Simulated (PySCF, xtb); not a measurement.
VOCl3, SMILES [O]=[V]([Cl])([Cl])[Cl], multiplicity 1.

Harmonic wavenumbers (cm⁻¹) from GFN2-xTB (xtb) at its own minimum, in rising order: 144, 144, 173, 219, 219, 385, 451, 451, 1004.

**Question.** What does PBE0-D3(BJ)/def2-SVP (PySCF) give at its own minimum? (An estimate is asked for; the answer gives what the named calculation found.)

**Answer.** 127, 127, 167, 265, 265, 414, 518, 518, 1197. Paired by order, the mean absolute difference is 54 cm⁻¹ and the zero-point energies are 4.6 and 5.1 kcal/mol.
